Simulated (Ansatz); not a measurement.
`C[Si](O)(F)[SiH3]` → `C[Si]O` + `F[SiH3]` at 298.15 K and 1 bar (silylene formation by 1,1-elimination).

Calculated with Ansatz (gas phase, PBE0-D4/def2-TZVP geometries, no zero-point term in ΔE). CBS: MP2 limit from def2 TZ/QZ plus the TZ coupled-cluster correction, frozen cores. This one scheme is used for every species. One conformer a species, not always the lowest.

```tsv
species	CCSD(T)/CBS energy (Eh)	H − E (kJ/mol)	S (J/(mol·K))
`C[Si](O)(F)[SiH3]`	-795.51911	233.1	378.1
`C[Si]O`	-404.71755	145.1	290.6
`F[SiH3]`	-390.72345	82.7	238.5
```

H − E and S are ideal-gas, rigid-rotor, harmonic terms from PBE0-D4/def2-TZVP, for one conformer and one mirror image of each species. 1 Eh = 2625.50 kJ/mol, R = 8.31446 J/(mol·K).

Question: By hand: ΔE, ΔH, ΔS and ΔG.

Answer: ΔE = (-404.71755) + (-390.72345) − (-795.51911) = 0.07811 Eh = 205.1 kJ/mol. Δ(H − E) = 145.1 + 82.7 − 233.1 = -5.3, so ΔH = 199.8 kJ/mol. ΔS = 290.6 + 238.5 − 378.1 = 151.0 J/(mol·K). ΔG = 199.8 − 298.15 × (151.0)/1000 = 154.8 kJ/mol.

Question: By hand: the equilibrium constant, and the temperature at which ΔG would vanish if ΔH and ΔS stayed fixed.

Answer: log₁₀ K = −ΔG/(RT ln 10) = -27.1. ΔG = 0 at ΔH/ΔS = 1323 K.

The number of gas molecules changes by +1, which sets the sign of ΔS. A doubt of 5 kJ/mol in ΔE shifts log₁₀ K by 0.9 here. Other conformers and mirror images would add mixing entropy, several J/(mol·K) or more a flexible species. These are equilibria of isolated gas molecules and say nothing of rates. Largest T1 diagnostic: 0.014 (customary marks: 0.02 for closed shells, 0.045 for open ones).
